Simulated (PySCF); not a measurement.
Single point on KCl

State: ¹Σ⁺ (singlet), closed shell.

An equivalent input (the run itself took its basis sets from the Basis Set Exchange, started from a PBE0 density and held the occupation σ 10α 10β, πx 4α 4β, πy 4α 4β):

```python
from pyscf import gto, scf, cc
mol = gto.M(atom='K 0 0 0; Cl 0 0 2.694', basis={'K': 'def2-TZVPP', 'Cl': 'def2-TZVPP'},
            charge=0, spin=0, verbose=4, symmetry='C2v')
mf = scf.RHF(mol)
mf.irrep_nelec = {'A1': 20, 'B1': 8, 'B2': 8}
mf.conv_tol = 1e-9
mf.max_cycle = 60
mf.diis_space = 10
mf.kernel()
mycc = cc.CCSD(mf, frozen=[0, 1, 2, 3, 4, 5, 6, 7, 8, 9, 74])
mycc.run(conv_tol=1e-7, conv_tol_normt=1e-5, max_cycle=80, diis_space=8)
et = mycc.ccsd_t()
```

The SCF ended at -1058.74700676 hartree. The coupled-cluster part of the log:

```
******** <class 'pyscf.cc.ccsd.CCSD'> ********
CC2 = 0
CCSD nocc = 8, nmo = 64
frozen orbitals [0, 1, 2, 3, 4, 5, 6, 7, 8, 9, 74]
max_cycle = 80
direct = 0
conv_tol = 1e-07
conv_tol_normt = 1e-05
diis_space = 8
diis_start_cycle = 0
diis_start_energy_diff = 1e+09
Init t2, MP2 energy = -1059.10250824425  E_corr(MP2) -0.355501484982509
Init E_corr(CCSD) = -0.355501484984126
cycle = 1  E_corr(CCSD) = -0.376827379624479  dE = -0.0213258946  norm(t1,t2) = 0.0302152
cycle = 2  E_corr(CCSD) = -0.381252455688544  dE = -0.00442507606  norm(t1,t2) = 0.00835868
cycle = 3  E_corr(CCSD) = -0.382197016841613  dE = -0.000944561153  norm(t1,t2) = 0.00386226
cycle = 4  E_corr(CCSD) = -0.382590692593464  dE = -0.000393675752  norm(t1,t2) = 0.00162665
cycle = 5  E_corr(CCSD) = -0.382566123052141  dE = 2.45695413e-05  norm(t1,t2) = 0.000814588
cycle = 6  E_corr(CCSD) = -0.38253648443339  dE = 2.96386188e-05  norm(t1,t2) = 0.000391554
cycle = 7  E_corr(CCSD) = -0.382537246375245  dE = -7.61941855e-07  norm(t1,t2) = 8.87958e-05
cycle = 8  E_corr(CCSD) = -0.382540677619146  dE = -3.4312439e-06  norm(t1,t2) = 3.93725e-05
cycle = 9  E_corr(CCSD) = -0.382541156154318  dE = -4.78535173e-07  norm(t1,t2) = 1.18152e-05
cycle = 10  E_corr(CCSD) = -0.382540869123309  dE = 2.87031009e-07  norm(t1,t2) = 4.57127e-06
cycle = 11  E_corr(CCSD) = -0.382540809235921  dE = 5.98873884e-08  norm(t1,t2) = 1.8249e-06
CCSD converged
E(CCSD) = -1059.129547568504  E_corr = -0.3825408092359207
CCSD(T) correction = -0.0101306799373282
```

T1 diagnostic 0.005, D1 0.016, 16 electrons correlated, 1 of the virtual orbitals (those above 20 hartree) left out.

Repeating this along the bond gives Re = 2.713 Å and ωe = 277 cm⁻¹.

A point of this curve took 8.1 CPU seconds beside 0.32 for the integrals, on Arm Neoverse N1 (shared host).

Correlated steps freeze 10 core orbitals.
